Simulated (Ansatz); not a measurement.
## Ansatz (development build ahead of 0.2.0) run

```yaml
crystal:
  periodic: [false, false, false]
  atoms:
    - { symbol: Al, position_ang: [-0.06116, 0.00884, 0.03101] }
    - { symbol: Cl, position_ang: [1.19882, 1.24586, 1.17385] }
    - { symbol: Cl, position_ang: [1.16521, -1.25029, -1.26815] }
    - { symbol: Cl, position_ang: [-1.20369, 1.29135, -1.17815] }
    - { symbol: Cl, position_ang: [-1.248, -1.30097, 1.17259] }
basis:
  gaussian: { orbitals: STO-3G }
total_charge: -1
hamiltonian:
  xc: hf
correlation:
  method: mp2
  frozen_orbitals: { Al: 5, Cl: 5 }
```

The input is written out in the form of the current development build from the run's settings.

Results

* Converged: yes
* Reference energy: -2057.71230 hartree
* Correlation energy: -0.02882 hartree
* Total energy: -2057.74112 hartree
* Spin squared of the determinant: 0.000

Caution: no diffuse functions for an anion.
